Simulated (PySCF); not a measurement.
Exercise with solution: oscillator strength and radiative lifetime

C₄H₄F₂O₂, SMILES O=C[C@@H]1CC(F)(F)O1.

The structure is a stationary point at B3LYP-D3(BJ)/def2-SVP. The structure was generated by enumeration; whether it is a known compound was not checked. One conformer was computed; it need not be the lowest.

PySCF with TDA-PBE/def2-SVPD puts the first singlet state with f over 0.02 at 6.81 eV (vertical), with the transition dipole (-0.156, 0.448, 0.099) in atomic units.

**Question.** Find the oscillator strength, the wavelength and the radiative lifetime that this transition would have in vacuum if emission retraced absorption.

**Answer.** 
|μ|² = 0.2348 au, so |μ| = 1.23 D. ΔE = 6.81/27.211 = 0.2503 hartree. f = (2/3) ΔE |μ|² = 0.039 (the program prints 0.039).
λ = 1239.84/6.81 = 182 nm; ν = 54926 cm⁻¹.
Einstein's coefficient A = 0.6670 ν² f s⁻¹ (ν in cm⁻¹) = 7.9e7 s⁻¹, so τ = 1/A = 13 ns. This state is S6; the lower singlets have f = 0.000, 0.010, 0.001, 0.001, 0.014. The figure is the radiative limit of this one transition; relaxation, internal conversion, crossing to triplets and a medium change what is measured.
